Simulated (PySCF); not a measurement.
Isomers of C4H6F3NO, one GFN2-xTB conformer each. Single-point energies are computed at B3LYP/def2-SVPD (PySCF, gas phase, no added dispersion term), electronic only.

Question: Rank them by B3LYP/def2-SVPD energy, lowest first (kJ/mol).
A. `[NH2:1][C:2](=[O:3])[CH2:4][CH2:5][C:6]([F:7])([F:8])[F:9]` with H–N1–C2–O3 -1° and -179°, N1–C2–C4–C5 175°, C2–C4–C5–C6 176°
B. `[CH2:1]=[N:2][C@H:3]([O:4][CH3:5])[C:6]([F:7])([F:8])[F:9]` with C1–N2–C3–O4 20°, N2–C3–O4–C5 83°

Answer: A (0.0), B (220.7).

As drawn, the lower has a C=O bond, an N–H bond and a C(=O)–N unit, which the higher lacks; the higher has a C=N bond, which the lower lacks. GFN2-xTB itself gives, in the same order: 0.0, 146.3. Both levels put the same isomer lowest.

Which frontier levels, dipoles and rotational constants go with these structures?

| SMILES | HOMO (eV, B3LYP/def2-SVPD) | LUMO (eV) | dipole (D) | A, B, C (MHz) |
| --- | --- | --- | --- | --- |
| NC(=O)CCC(F)(F)F | -7.65 | -0.07 | 4.04 | 3634, 754.1, 706.6 |
| C=N[C@H](OC)C(F)(F)F | -7.53 | -1.31 | 3.51 | 2280, 1413, 1091 |
